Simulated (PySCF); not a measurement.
PBE0 on Al⁻ (aluminium, charge -1), [Ne] 3s2 3p2, high-spin 3P determinant. Calculation: PySCF 2.14, in aug-cc-pwCVTZ (8s7p5d3f, 75 functions); the non-relativistic Hamiltonian (point nucleus).

```
cycle= 1 E= -242.273676756703  delta_E= -0.00524  |g|= 0.0114  |ddm|=  0.3
cycle= 2 E= -242.273853858726  delta_E= -0.000177  |g|= 0.00599  |ddm|= 0.0796
cycle= 3 E= -242.273917073788  delta_E= -6.32e-05  |g|= 0.00281  |ddm|= 0.0449
cycle= 4 E= -242.273923292932  delta_E= -6.22e-06  |g|= 0.000631  |ddm|= 0.00627
cycle= 5 E= -242.273923942225  delta_E= -6.49e-07  |g|= 5.72e-05  |ddm|= 0.0029
cycle= 6 E= -242.273923950587  delta_E= -8.36e-09  |g|= 1.01e-05  |ddm|= 0.000307
cycle= 7 E= -242.273923950775  delta_E= -1.88e-10  |g|= 1.01e-06  |ddm|= 0.000114
converged SCF energy = -242.273923950775  <S^2> = 2.0055967  2S+1 = 3.0037288
```

Highest occupied orbital energy: 0.808 eV; ⟨L²⟩ = 2.02; populations by l: s 6.00, p 8.00, d 0.00, f 0.00.

Q: Can this result be used?

A: With care. The calculation finished and met its thresholds. At PBE0 the highest occupied level has a positive energy, so only the finite basis holds that electron; in a semilocal or global hybrid functional this comes from self-interaction and does not mean that the real anion is unbound.
